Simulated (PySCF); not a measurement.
**Electronic structure of B (boron, neutral) at the UHF level**

Configuration: [He] 2s1 2p1 3s1, high-spin 4P determinant (an excited configuration). Computed with PySCF 2.14 in aug-cc-pVTZ (5s4p3d2f, 46 functions), with the non-relativistic Hamiltonian (point nucleus).

```
Total energy                                                  : -24.235295 hartree
One-electron energy                                           : -31.0773 hartree
Hartree (Coulomb) energy                                      : 10.5395 hartree
Exchange energy                                               : -3.6975 hartree
Kinetic energy                                                : 24.26400 hartree
⟨S²⟩                                                          : 3.7500
⟨L²⟩                                                          : 2.028
Sum of ⟨r⟩                                                    : 10.06 bohr
Sum of ⟨r²⟩                                                   : 45.38 bohr²
Traceless quadrupole moment −½Σ⟨3z² − r²⟩ along its main axis : -0.578 e·bohr²
Density at the nucleus (Gaussians lack the cusp)              : 68.3 bohr⁻³
Spin density at the nucleus                                   : 1.94 bohr⁻³
Langevin diamagnetic susceptibility                           : -35.9 ×10⁻⁶ cm³/mol
```

```
shell  electrons  mean orbital energy (eV)  rms radius, mean of both spins (bohr)
 1s α          1                   -217.57                                  0.379
 1s β          1                   -215.50                                  0.379
 2s α          1                   -21.724                                   1.91
 2p α          1                   -15.394                                   2.01
 3s α          1                    -3.113                                   6.12
```

The outer electron is Rydberg-like, and this basis confines it to a smaller radius and binds it less than a complete one would.

Spin-orbit constants ζ (cm⁻¹) from the X2C one-electron operator on these orbitals (non-relativistic here): bare nucleus, nucleus screened by l(l+1)(2l+1)/3 electrons, and screened by the Breit-Pauli mean field of the electrons.

```json
{"shell": "2p", "bare": "32.21", "screened nucleus": "19.33", "mean field": "14.50"}
```

To first order the Landé constant is A = 4.832 cm⁻¹, so the lowest level has J = 1/2 and lies 0.00150 eV below the centre of the term. This holds in LS coupling only.
